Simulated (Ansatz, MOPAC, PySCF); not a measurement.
Complex: SiH4 (SMILES [SiH4]) (first 5 atoms) with HI (SMILES I); geometry from B3LYP-D3(BJ)/def2-TZVP.
(charge 0, multiplicity 1):
| atom | x (Å) | y (Å) | z (Å) |
|---|---|---|---|
| Si | -0.4712 | 0.1245 | 0.0126 |
| H | 1.0052 | 0.1071 | -0.0737 |
| H | -0.9277 | -0.9716 | 0.8969 |
| H | -1.0466 | -0.0714 | -1.3386 |
| H | -0.9268 | 1.4215 | 0.5584 |
| I | 0.9681 | 0.3996 | 3.8459 |
| H | 0.0442 | -0.9250 | 3.8341 |

Counterpoise-corrected where a basis set is named; no monomer relaxation.

The state that AM1 reach isn't checked.

The values were computed with Ansatz (Gaussian orbitals); MOPAC for AM1 (differences of heats of formation); PySCF for the dispersion terms. Values without a source in brackets are computed. In def2 rows elements past Kr take small-core potentials, without spin–orbit coupling.

### Question
What interaction energy does r2SCAN-D4/def2-TZVPPD give?

### Answer
-36 meV

### Question
What is the computed interaction energy (B3LYP-D3(BJ)/def2-TZVPPD)?

### Answer
-56 meV

### Question
What interaction energy does AM1 give?

### Answer
-9 meV

Ansatz is an electronic-structure program.
